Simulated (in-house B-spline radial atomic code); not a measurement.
Values are calculated unless marked as measured or tabulated.
Ne in an electron gas of r_s = 2.07: phase shifts, screening, friction and resistivity

A nucleus sits in a uniform electron gas with a rigid positive background. The Kohn-Sham equations are solved self-consistently in the spin-unpolarised LDA (PW92), non-relativistic, on B-splines with outgoing waves at the boundary and partial waves to l = 8. The model has no lattice, no bands and no magnetic solution. Atomic units; δ_l are the phase shifts at the Fermi level, counted so that each bound state adds π, and good to about 0.0005.

The density parameter is r_s = 2.07 bohr, near that of the valence electrons of Al (3 per atom, density 2.7 g/cm³, mass 26.98 u, which gives r_s = 2.07).

```tsv
l	δ_l (rad)
0	5.5237
1	2.9943
2	0.1851
3	0.0309
4	0.0051
5	0.0010
6	0.0002
7	0.0000
8	0.0000
```

Bound levels below the band bottom (hartree): s -30.05, s -1.145, p -0.3213.

Problem. Check the Friedel sum rule, and say where the screening charge sits.

Solution. k_F = (9π/4)^(1/3)/r_s = 0.92713. The rule is Z = (2/π) Σ (2l + 1) δ_l. The terms are s 3.516, p 5.719, d 0.589, f 0.138 and 0.038 beyond, in all 10.000 against Z = 10. Bound states hold 4 s, 6 p, 0 d electrons, so the scattering states carry 0.00 in all; where a term is smaller than its bound count, the bound level has drawn weight out of the band.

Problem. Find the transport cross section and the electronic stopping of a 5 keV Ne ion (mass 20.18 u).

Solution. σ_tr = (4π/k_F²) Σ (l + 1) sin²(δ_l − δ_(l+1)). The terms for l = 0 to 3 are 0.3302, 0.2130, 0.0708, 0.0027, all together 0.6167, so σ_tr = 14.619 × 0.6167 = 9.016 bohr². With n = 3/(4π r_s³) = 0.02692, the friction coefficient is Q = n k_F σ_tr = 0.2250. For v well below v_F = 0.927, dE/dx = Q v; with 24801 eV per u at v = 1, v = √(5000/(24801 × 20.18)) = 0.1000, so dE/dx = 0.02249 hartree/bohr = 11.6 eV/nm. The largest term couples the s and p waves.

Problem. What residual resistivity would 1 atomic per cent of such centres give in Al?

Solution. Δρ = k_F n_i σ_tr/n in atomic units of 21.74 μΩ·cm. With one host atom per 3 electrons, n_i/n = 0.01/3, so Δρ = 0.9271 × 0.00333 × 9.016 × 21.74 = 0.61 μΩ·cm. This is an atom added to the gas, as on an interstitial site.

Problem. On a substitutional site the background of one host ion, a sphere holding 3 charges, is taken out. The phase shifts for l = 0 to 4 become 4.8502, 2.4580, -0.1540, -0.0469, -0.0109. What follows?

Solution. The Friedel sum is now 7.00, for Z − 3 = 7. The sum in σ_tr is 1.0143, so σ_tr = 14.83 bohr² and Δρ = 1.00 μΩ·cm per atomic per cent, 1.64 times the value above. A real host ion scatters too, so this model doesn't give zero even for the host's own atom.
